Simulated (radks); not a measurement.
V, configuration [Ar] 3d4 4s1 (not the ground configuration).

Method: scalar-relativistic Kohn-Sham, PBE, spin-unpolarised, spherical densities, finite nucleus; Fermi nuclear charge, rms radius 3.6002 fm; computed with a radial shooting solver on a logarithmic mesh with Libxc functionals.

Energy parts (eV):
part                      energy
total                 -25823.102
kinetic                26061.872
electron-nucleus      -61537.305
Hartree                10883.886
exchange-correlation   -1231.555

Orbitals (lengths in bohr, moments of r in powers of bohr; <r^-3> diverges for s and p1/2; r(90%) holds 90 % of the orbital's charge):
orbital  occ.  eigenvalue (eV)     <r^2>      <r>  <r^-3>  r(90%)
1s          2        -5361.096  0.005936  0.06644       -   0.119
2s          2        -598.5027    0.1123   0.3082       -   0.478
2p          6        -499.0778   0.09253   0.2740   310.8   0.450
3s          2         -66.5756     1.051   0.9539       -    1.43
3p          6         -40.5329     1.248    1.027   35.91    1.59
4s          1          -3.8745     14.90    3.576       -    5.48
3d          4          -2.4288     4.186    1.695   2.159    3.17

The highest occupied level is 3d at -2.429 eV. The density falls to 0.001 e/bohr^3 at r = 4.59 bohr. Summed over all electrons, <r^2> = 42.03 bohr^2, which gives a Langevin (diamagnetic) susceptibility term of -33.3 x 10^-6 cm^3/mol. The electron density at the nucleus is 9944 e/bohr^3 (large components only).
